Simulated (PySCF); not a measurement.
Cl2H2S2Zr, SMILES [SH][Zr]([SH])([Cl])[Cl], multiplicity 1. Atoms are numbered in the order given.

```xyz
7

Zr     0.0531    -0.0096     0.0188
Cl     1.4052     0.9677    -1.6296
Cl     1.1319    -0.1599     2.0909
S     -0.7325    -2.1882    -0.6789
H     -0.7806    -1.7374    -1.9593
S     -1.9694     1.3111     0.2314
H     -1.2446     2.4215     0.5256
```

Coordinates come from a r2SCAN-D4/def2-SVP optimisation. The spin state was assumed, not searched. The def2 effective core potentials stand for the cores of Zr; spin–orbit coupling is left out. Other conformers were not sampled.

These are PySCF 2.14.0 with r2SCAN-D4/def2-SVP values and carry that method's errors.

Frequencies are harmonic and unscaled.

```
mode  ν (cm⁻¹)  IR (km/mol)  Raman (Å⁴/amu)  depolarisation  moving atoms (share of kinetic energy)
----  --------  -----------  --------------  --------------  --------------------------------------
1           60          5.2             8.2            0.75                 Cl 34 %, H 33 %, S 31 %
2           86          0.4             4.6            0.75                         S 57 %, Cl 32 %
3           94          2.5             1.5            0.73                Cl 48 %, S 29 %, Zr 22 %
4           99          3.1             2.2            0.74                S 43 %, Cl 33 %, Zr 21 %
5          101          3.9             2.1            0.74                Cl 51 %, S 28 %, Zr 18 %
6          141         11.0             0.3            0.72                 H 64 %, S 21 %, Cl 14 %
7          201         35.3             1.2            0.74                                  H 93 %
8          346          4.5            29.4            0.03                 S 54 %, Cl 24 %, H 18 %
9          378         43.7             5.8            0.69                 S 44 %, Zr 29 %, H 23 %
10         391         58.6             3.6            0.62                Cl 57 %, Zr 24 %, H 17 %
11         418        103.0             2.1            0.74                Cl 51 %, Zr 35 %, S 11 %
12         470         44.7             6.3            0.74                 H 62 %, S 20 %, Zr 11 %
13         486         24.0             9.3            0.68                  H 70 %, S 19 %, Zr 9 %
14        2651          2.8           146.1            0.27                                  H 97 %
15        2655          7.8            97.5            0.26                                  H 97 %
```
